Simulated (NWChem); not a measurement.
Program: NWChem. System: iodine (I$_{2}$), charge 0, spin multiplicity 1, optimised in this run. Level: PBE0/def2-SVP with def2 effective core potentials on I.

Input file:

```
start mol
memory heap 200 mb stack 900 mb global 1100 mb
geometry units angstroms
  I      0.000000     0.000000     1.331921
  I      0.000000     0.000000    -1.331921
  symmetry group D2h
end
basis spherical
  * library def2-svp
end
ecp
  I library def2-ecp
end
dft
  xc pbe0
  semidirect memsize 60000000 filesize 0
  iterations 100
  grid fine
  convergence energy 1e-8
end
driver
  maxiter 80
end
task dft optimize
task dft freq numerical
```

NWChem printed:

```
             Northwest Computational Chemistry Package (NWChem) 7.3.0
             --------------------------------------------------------

                                NWChem Input Module
                                -------------------

 Scaling coordinates for geometry "geometry" by  1.889725989
 (inverse scale =  0.529177249)

 Turning off AUTOSYM since
 SYMMETRY directive was detected!

          ------
          auto-z
          ------

                             Geometry "geometry" -> ""
                             -------------------------

 Output coordinates in angstroms (scale by  1.889725989 to convert to a.u.)

  No.       Tag          Charge          X              Y              Z
 ---- ---------------- ---------- -------------- -------------- --------------
    1 I                   53.0000     0.00000000     0.00000000     1.33192100
    2 I                   53.0000     0.00000000     0.00000000    -1.33192100

 Effective nuclear repulsion energy (a.u.)     558.0131601049

            Nuclear Dipole moment (a.u.)
            ----------------------------
        X                 Y               Z
 ---------------- ---------------- ----------------
     0.0000000000     0.0000000000     0.0000000000

      Symmetry information
      --------------------

 Group name             D2h
 Group number             26
 Group order               8
 No. of unique centers     1

      Symmetry unique atoms

     1


 Summary of "ao basis" -> "" (spherical)
 ------------------------------------------------------------------------------
       Tag                 Description            Shells   Functions and Types
 ---------------- ------------------------------  ------  ---------------------
 *                          def2-svp                  on all atoms

                           NWChem Geometry Optimization
                           ----------------------------

 maximum gradient threshold         (gmax) =   0.000450
 rms gradient threshold             (grms) =   0.000300
 maximum cartesian step threshold   (xmax) =   0.001800
 rms cartesian step threshold       (xrms) =   0.001200
[...]
 Dependent rotation vector no.                    3
  found in ECKART; assuming linear geometry
 Projected Nuclear Hessian trans-rot subspace norm:0.0000D+00
                         (should be close to zero!)

          --------------------------------------------------------
          MASS-WEIGHTED PROJECTED HESSIAN (Hartree/Bohr/Bohr/Kamu)
          --------------------------------------------------------

               1            2            3            4            5            6
   ----- ----- ----- ----- -----
    1    0.00000D+00
    2    0.00000D+00  0.00000D+00
    3    0.00000D+00  0.00000D+00  9.18561D-01
    4    0.00000D+00  0.00000D+00  0.00000D+00  0.00000D+00
    5    0.00000D+00  0.00000D+00  0.00000D+00  0.00000D+00  0.00000D+00
    6    0.00000D+00  0.00000D+00 -9.18561D-01  0.00000D+00  0.00000D+00  9.18561D-01

 center of mass
 --------------
 x =   0.00000000 y =   0.00000000 z =   0.00000000

 moments of inertia (a.u.)
 ------------------
        1630.387750156968           0.000000000000           0.000000000000
           0.000000000000        1630.387750156968           0.000000000000
           0.000000000000           0.000000000000           0.000000000000

 Rotational Constants
 --------------------
 A=   0.000000 cm-1  (  0.000000 K)
 B=   0.036924 cm-1  (  0.053124 K)
 C=   0.036924 cm-1  (  0.053124 K)

 Temperature                      =   298.15K
 frequency scaling parameter      =   1.0000

 Linear Molecule

 Zero-Point correction to Energy  =    0.315 kcal/mol  (  0.000502 au)
 Thermal correction to Energy     =    2.128 kcal/mol  (  0.003390 au)
 Thermal correction to Enthalpy   =    2.720 kcal/mol  (  0.004334 au)

 Total Entropy                    =   62.188 cal/mol-K
   - Translational                =   42.475 cal/mol-K (mol. weight = 253.8008)
   - Rotational                   =   17.757 cal/mol-K (symmetry #  =        2)
   - Vibrational                  =    1.956 cal/mol-K

 Cv (constant volume heat capacity) =    6.775 cal/mol-K
   - Translational                  =    2.979 cal/mol-K
   - Rotational                     =    1.986 cal/mol-K
   - Vibrational                    =    1.809 cal/mol-K


 ----------------------------------------------------------------------------
 Normal Eigenvalue ||    Projected Derivative Dipole Moments (debye/angs)
  Mode   [cm**-1]  ||      [d/dqX]             [d/dqY]           [d/dqZ]
 ------ ---------- || ------------------ ------------------ -----------------
    1        0.000 ||       0.000               0.000             0.000
    2        0.000 ||       0.000               0.000             0.000
    3        0.000 ||       0.000               0.000             0.000
    4        0.000 ||       0.000               0.000             0.000
    5        0.000 ||       0.000               0.000             0.000
    6      220.330 ||       0.000               0.000             0.000
 ----------------------------------------------------------------------------

 ----------------------------------------------------------------------------
 Normal Eigenvalue ||           Projected Infra Red Intensities
  Mode   [cm**-1]  || [atomic units] [(debye/angs)**2] [(KM/mol)] [arbitrary]
 ------ ---------- || -------------- ----------------- ---------- -----------
    1        0.000 ||    0.000000           0.000         0.000       0.015
    2        0.000 ||    0.000000           0.000         0.000       0.014
    3        0.000 ||    0.000000           0.000         0.000       0.015
    4        0.000 ||    0.000000           0.000         0.000       0.014
    5        0.000 ||    0.000000           0.000         0.000      59.942
    6      220.330 ||    0.000000           0.000         0.000       0.000
 ----------------------------------------------------------------------------

 Task  times  cpu:       27.9s     wall:       27.9s

 Total times  cpu:       36.4s     wall:       36.4s
```
